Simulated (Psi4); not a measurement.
BiI₃, triplet, geometry from GFN2-xTB (such geometries of metal compounds can be far from the true shape) (a higher spin typed on purpose: for a closed-shell molecule this is an excited state) (core potentials on Bi, I). Base run: HF/def2-SVP run with Psi4.

Here is a job for Psi4.
```
memory 2 GB

molecule mol {
0 3
Bi   -0.192219   -0.153333   -0.010290
I     0.910374   -2.891857    0.047997
I     2.001727    1.596777    0.107158
I    -2.611079    1.535206   -0.139040
}

set {
  basis def2-svp
  reference uhf
}

energy('scf')
print_variables()
```

Variants of this job, named by their change:

| change | ΔE vs base (mEh) | SCF cycles | basis functions | outcome |
|---|---|---|---|---|
| base | 0.000 | 12 | 104 | converged |
| diis_max_vecs = 3 | 0.000 | 17 | 104 | converged |
| d_convergence = 1e-4 | 0.000 | 12 | 104 | converged |
| puream = true | 0.000 | 12 | 104 | converged |
| df_basis_scf = def2-universal-jkfit | 0.000 | 12 | 104 | converged |
| e_convergence = 1e-4 | 0.000 | 12 | 104 | converged |
| df_basis_scf = cc-pvqz-jkfit | - | - | 104 | input refused |
| basis_guess = true | 0.000 | 1 | 104 | converged |
| soscf = true | 0.000 | 7 | 104 | converged |
| e_convergence = 1e-8 | 0.000 | 14 | 104 | converged |
| scf_type = cd | 2.225 | 12 | 104 | converged |
| e_convergence = 1e-10 | 0.000 | 19 | 104 | converged |
| guess = modhuckel | 0.000 | 17 | 104 | converged |

Open shells are given as the SCF converged; they aren't shown to be the lowest states, and a large step between rows can be another state.

- df_basis_scf = cc-pvqz-jkfit: ended with `psi4.driver.qcdb.exceptions.BasisSetNotFound: BasisSet::construct: Unable to find a basis set for atom 1 for key JKFIT among:`
